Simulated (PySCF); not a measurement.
Compound: C4H10O3SSi2.
SMILES with atom numbers: `[CH3:1][S:2](=[O:3])(=[O:4])[C@:5]1([SiH3:6])[CH:7]=[CH:8][O:9][SiH2:10]1`

Geometry (GFN2-xTB, Å), atoms numbered from 1 in this order:
```
atom  x, y, z in Å
C1     2.2923    0.2857   -0.5077
S2     1.0773   -1.0133   -0.0994
O3     1.0280   -1.9203   -1.2188
O4     1.4429   -1.5726    1.1772
C5    -0.5224   -0.2324    0.0900
Si6   -1.6653   -1.7466   -0.1034
C7    -0.6912    0.7942   -0.9676
C8    -0.7701    2.0416   -0.5219
O9    -0.6779    2.2407    0.8295
Si10  -0.5224    0.8248    1.6765
H11    2.2878    1.0271    0.2806
H12    3.2576   -0.2018   -0.5695
H13    2.0199    0.7184   -1.4616
H14   -1.7259   -2.1224   -1.5130
H15   -1.2021   -2.8141    0.7721
H16   -2.9889   -1.2683    0.3248
H17   -0.7384    0.5270   -2.0085
H18   -0.9000    2.9442   -1.0951
H19   -1.7206    0.5886    2.4775
H20    0.7142    0.9102    2.4354
```

Definitions: NICS(0) = −σiso at the ring centroid; NICS(1) = −σiso and NICS(1)zz = −σzz at ±1 Å along the ring normal z. Level: GIAO PBE0/pcSseg-1 (PySCF, non-relativistic, gas phase) on the GFN2-xTB geometry, one conformer.

Ring bond lengths (Å), with Mayer bond orders in brackets: C5–C7 1.484 (0.97), C7–C8 1.327 (1.78), C8–O9 1.369 (0.99), O9–Si10 1.657 (0.91), Si10–C5 1.907 (0.79).

Question: Give the NICS values of each ring in ppm.

Answer: 
| ring | type | NICS(0) | NICS(1), two faces | NICS(1)zz, two faces | rms pucker (Å) | centre to ring atoms, mean (Å) |
| --- | --- | --- | --- | --- | --- | --- |
| C5–C7–C8–O9–Si10 | 5-membered ring with O and Si; formal bonds 1 double, 4 single | -3.5 | -2.9 / -2.1 | -3.6 / -3.2 | 0.01 | 1.31 |

Question: What can be read from them?

Answer: 
- C5–C7–C8–O9–Si10: mean NICS(1)zz -3.4 ppm, shielded. C5, Si10 have four or more neighbours, so the value isn't read as a sign of a π ring current.

Question: What field does 14.1 T along the ring normal induce along that normal at the second NICS(1) probe listed for ring C5–C7–C8–O9–Si10, 1 Å off the ring?

Answer: NICSzz × B0 = -3.2 ppm × 14.1 T = -45 μT, against the applied field.
